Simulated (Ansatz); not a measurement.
A nudged elastic band was laid between two geometries of ClF₂H₅N₂Zr (11 atoms, charge 0, multiplicity 1).

Computed with RKS B3LYP/def2-SVP in Ansatz.

```
movable images  : 7
climbing image  : yes
spring          : 5.0 eV/Å²
optimiser       : quadratic models (default)
start path      : through a guess of the saddle point
force threshold : 0.05 eV/Å
iteration limit : 60
end points      : relaxed
```

Image 0:

```xyz
11
Properties=species:S:1:pos:R:3
Zr -0.065 0.001 0.019
Cl 0.233 -0.190 2.487
N 1.839 -0.054 -0.658
H 2.551 -0.741 -0.400
H 2.276 0.647 -1.258
F -0.704 1.647 -0.735
N -0.869 -1.678 -0.794
H -1.854 -1.926 -0.694
H -0.426 -2.346 -1.422
F -2.252 0.037 1.184
H -1.774 -0.057 2.010
```

Image 8:

```xyz
11
Properties=species:S:1:pos:R:3
Zr -0.508 0.197 -0.557
Cl 0.392 -1.046 2.938
N 1.506 0.166 -0.355
H 1.951 -0.182 0.498
H 2.224 0.549 -0.970
F -1.049 1.425 -1.932
N -1.082 -1.684 -1.074
H -2.034 -1.954 -1.327
H -0.497 -2.518 -1.110
F -1.397 0.648 1.135
H -0.552 -0.261 2.493
```

Problem. Which bonds break or form, and what moves?

Solution. Bonds broken: Zr1–Cl2, F10–H11. Bonds formed: Cl2–H11. ClF2H5N2Zr becomes ClH + F2H4N2Zr.

Problem. What energy profile does the band end with?

Solution. The run converged. The highest image is number 3 of 0 to 8, 0.243 eV above the first end and 0.219 eV above the last; the last end lies 0.023 eV above the first. A vibrational analysis at the climbing image gives one clearly imaginary mode, 334i cm⁻¹: a first-order saddle point. The orbitals stay closed-shell, which can raise the energy where a bond breaks towards radicals; this wasn't checked here.

```tsv
image	path coordinate (Å)	energy (eV)	Zr1–Cl2 (Å)	F10–H11 (Å)	Cl2–H11 (Å)
0	0.00	0.000	2.49	0.96	2.07
1	0.70	0.026	2.51	0.96	2.03
2	1.41	0.084	2.56	0.98	1.91
3	2.11	0.243	2.79	1.22	1.50
4	2.41	0.168	2.95	1.49	1.36
5	2.72	0.096	3.16	1.67	1.32
6	3.02	0.056	3.41	1.77	1.31
7	3.32	0.031	3.65	1.82	1.31
8	3.62	0.023	3.82	1.84	1.31
```

Problem. What is the geometry of the highest image?

Solution. 
```xyz
11
Properties=species:S:1:pos:R:3:forces:R:3
Zr -0.356 -0.006 -0.155 0.01 0.00 0.00
Cl 0.252 -0.842 2.432 0.00 0.00 0.00
N 1.654 0.085 -0.400 -0.01 0.00 0.00
H 2.368 -0.204 0.266 0.00 0.00 0.00
H 2.102 0.574 -1.176 0.00 0.00 0.00
F -0.951 1.385 -1.334 0.00 0.00 0.00
N -1.001 -1.738 -0.976 0.02 0.00 0.01
H -1.981 -1.932 -1.188 -0.01 0.00 0.00
H -0.437 -2.521 -1.303 -0.01 0.00 0.00
F -1.704 0.572 1.398 0.00 0.00 0.00
H -0.991 -0.033 2.176 0.00 0.00 0.00
```

Problem. What are the harmonic wavenumbers there?

Solution. 334i, 49, 121, 135, 146, 163, 174, 244, 284, 319, 472, 478, 491, 504, 521, 634, 659, 667, 878, 886, 1342, 1488, 1498, 3514, 3515, 3606, 3610 cm⁻¹.

The band took 18 iterations and of the order of 22 core-minutes.

Run time: 5.9 min on 4 threads of Arm Neoverse V1 (shared host), peak memory 0.35 GiB.
